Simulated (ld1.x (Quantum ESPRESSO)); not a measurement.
**Varying the TM potential for bismuth**

Base potential:

* Element: Bi
* Generator: ld1.x (Quantum ESPRESSO) 7.5
* Type: norm-conserving Troullier–Martins (Kleinman–Bylander form)
* Functional: LDA (PZ)
* Relativity: fully relativistic
* Frozen core: [Kr] 4d10 4f14
* Valence charge: 23
* Reference configuration: 5s2 5p6 5d10 6s2 6p3
* Partial waves: 5s (bound): rc 1.40 bohr; 5p (bound): rc 1.20 bohr; 5d (bound): rc 1.55 bohr
* Local potential: the d channel
* Core correction: none

Open shells are filled in proportion to 2j + 1 (rel_dist='average').

Occupied shells without a wave of their own: 6p, 6s. They enter only through the test configuration that unscreens the potential.

Cutoffs, loose and tight: the cutoffs (Ry, on a coarse ladder) from which the occupation-weighted sum of valence levels, in a spherical-Bessel basis at the reference potential, stays within 10 and 1 mRy of its value at 400 Ry. They do not see the model core or the augmentation charge, which bear on the density cutoff. Test errors are all-electron minus pseudo excitation energies from the reference, over the configurations 5s2 5p6 5d10 6s2 6p2; 5s2 5p6 5d10 6s2 6p1; 5s2 5p6 5d10 6s2 6p0; 5s2 5p6 5d10 6s1 6p0; 5s1 5p6 5d10 6s2 6p3; 5s2 5p5 5d10 6s2 6p3; 5s2 5p6 5d10 6s1 6p4. A dash means not determined; rows that change the core or the reference have their own tests.

A true bound ghost makes a file unfit for plane-wave use even where its test errors are small: the radial tests pick states by their node count and pass the ghost by.

On the changes marked as counting shells twice: ld1.x takes every shell without a wave as core, so the model core holds the marked electrons as well and exchange and correlation see them twice. This cancels in the reference configuration, but the file is broken for other ones, and its errors say nothing about a proper core correction.

```tsv
change	outcome	cutoff, loose	cutoff, tight	bound ghosts	largest test error (meV)
base	generated, misses its reference levels by 1.85 eV	140 Ry	180 Ry	none	-1392
core correction full core density, not smoothed (it rises at the typed radius of 1.32 bohr, so ld1.x skipped the fit) (6p, 6s counted twice)	generated, misses its reference levels by 1.85 eV	140 Ry	180 Ry	none	-2450
wave 5p (bound): rc 1.20 bohr becomes 5p (bound): rc 1.40 bohr	generated, misses its reference levels by 1.85 eV	100 Ry	140 Ry	none	-1795
wave 5d (bound): rc 1.55 bohr becomes 5d (bound): rc 2.00 bohr	generated, misses its reference levels by 1.85 eV	140 Ry	180 Ry	none	+1274
scalar-relativistic	generated, misses its reference levels by 0.79 eV	140 Ry	180 Ry	none	+2522
```

Q: What comes out with this change to the base: core [Xe] 4f14 5d10, valence charge 5; reference 6s1 6p4; waves now 6p (bound): rc 1.75 bohr; 6s (bound): rc 1.65 bohr; local potential the s channel; core correction a·sin(br)/r model core inside 1.65 bohr?

A: outcome: generated; cutoff, loose: 70 Ry; cutoff, tight: 100 Ry; bound ghosts: p3/2; largest test error (meV): -627.

Q: What comes out with this change to the base: functional PBE?

A: outcome: generated, misses its reference levels by 1.84 eV; cutoff, loose: 140 Ry; cutoff, tight: 180 Ry; bound ghosts: none; largest test error (meV): -1380.
